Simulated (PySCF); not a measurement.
Compound: C6H6N2.
Bonds: C1–N2 (triple), N2–C3, C3–C4 (aromatic), C4–C5 (aromatic), C5–C6 (aromatic), C6–N7 (aromatic), N7–C8, C3–N7 (aromatic). Hydrogens: H9 on C4; H10 on C5; H11 on C6; H12, H13, H14 on C8.
Bond orders are those of one Lewis drawing.

Method: PySCF, PBE0-D3(BJ)/def2-SVP geometry optimisation, gas phase; density fitting, grid level 1; the optimiser is geomeTRIC in internal coordinates, started from a GFN2-xTB structure.

Step 0: E = -9280.6167 eV
```
atom  x, y, z in Å  |  force x, y, z in eV/Å
C1     -1.9136    2.3228   -1.0941   -0.754   0.561  -0.267
N2     -1.0246    1.6365   -0.7657    0.130  -0.191   0.089
C3     -0.0022    0.8486   -0.3894    0.331  -0.041   0.026
C4      1.3578    1.0688   -0.4691   -0.093  -0.074   0.029
C5      1.9760   -0.0726    0.0615   -0.017   0.063  -0.028
C6      0.9823   -0.9390    0.4424    0.079  -0.079   0.035
N7     -0.2215   -0.3809    0.1689   -0.226  -0.006   0.002
C8     -1.5138   -0.9568    0.4128    0.017   0.151  -0.066
H9      1.8322    1.9457   -0.8617    0.202   0.514  -0.233
H10     3.0307   -0.2383    0.1525    0.605  -0.136   0.073
H11     1.0503   -1.9114    0.8887   -0.006  -0.558   0.253
H12    -2.0932   -0.3263    1.0921   -0.158   0.115   0.177
H13    -2.0721   -1.0570   -0.5213   -0.152  -0.059  -0.207
H14    -1.3889   -1.9407    0.8601    0.043  -0.259   0.118
```

**Question.** Estimate the geometry and energy of step 1. (The exact step hangs on the optimiser's Hessian estimate; all steps are aligned on step 0, rigid shifts and turns removed.)

**Answer.** E = -9280.6563 eV, largest force 0.130 eV/Å
```
atom  x, y, z in Å  |  force x, y, z in eV/Å
C1     -1.9485    2.3167   -1.0905   -0.026   0.001   0.001
N2     -1.0400    1.6398   -0.7667    0.068   0.000   0.001
C3      0.0063    0.8566   -0.3925   -0.095  -0.037   0.014
C4      1.3705    1.0749   -0.4720    0.042   0.112  -0.050
C5      1.9905   -0.0759    0.0632    0.110  -0.029   0.014
C6      0.9895   -0.9469    0.4458   -0.042  -0.056   0.025
N7     -0.2192   -0.3779    0.1680    0.036   0.018  -0.006
C8     -1.5190   -0.9497    0.4095   -0.032  -0.031   0.012
H9      1.8425    1.9695   -0.8733   -0.021  -0.040   0.017
H10     3.0605   -0.2531    0.1605   -0.045   0.006  -0.005
H11     1.0450   -1.9357    0.8984   -0.004   0.036  -0.017
H12    -2.1055   -0.3195    1.0950    0.005  -0.001  -0.001
H13    -2.0819   -1.0584   -0.5297    0.005   0.000   0.003
H14    -1.3914   -1.9409    0.8621   -0.002   0.021  -0.009
```

The energy changes by -0.0396 eV. The first-order estimate −F·Δx gives -0.0819 eV and the mean of the old and new forces, exact on a quadratic surface, -0.0399 eV. The step makes an angle of 46° with the force vector and moves no atom by more than 0.036 Å.

What follows is the cost of the whole optimisation. The run took 38 s wall on Arm Neoverse V2, one thread, shared host with 96 logical CPUs at a one-minute load of 52, and the process peaked at 0.62 GiB of memory.
